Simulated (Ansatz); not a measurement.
Cost and result up the ladder for ZnO₂H₂ (5 atoms). Total charge 0; singlet. Geometry: PBE-D4/def2-TZVP.

```xyz
5

Zn    0.170    0.272    1.098
O    -0.278   -0.681   -1.130
O    -0.971    0.380   -0.329
H     1.115    0.186    2.279
H    -0.036   -0.157   -1.918
```

Ansatz on 4 threads of Arm Neoverse V1 on a shared host. Times are rough, and most runs start from the orbitals of an earlier one. PBE0-D4/def2-TZVP serves as the yardstick here, not as an exact answer. Binding counts from free atoms at the same level (Zn singlet, O triplet, H doublet; other spins of the atoms weren't run), without zero-point energy or a counterpoise term.

Correlated methods freeze 11 core orbitals. The structure holds 1 bond(s) between oxygen atoms. Another isomer (singlet) lies 3.67 eV lower at PBE0-D4/def2-TZVP; other spin states weren't run for this one.

Correlated methods converge slowly with the basis.

```tsv
level	functions	wall time	binding energy per atom (eV)	difference from PBE0-D4/def2-TZVP (eV)
revPBE-D4/def2-TZVP	122	0.96 s	2.35	0.06
PBE-D4/def2-TZVP (with forces)	122	1.2 s	2.46	0.18
PBE0-D4/def2-TZVP	122	1.3 s	2.28	0.00
r2SCAN-D4/def2-TZVP	122	1.9 s	2.38	0.10
r2SCANh-D4/def2-TZVP	122	2.1 s	2.32	0.03
CCSD(T)/def2-TZVPP	154	20 s	2.27	-0.02
```
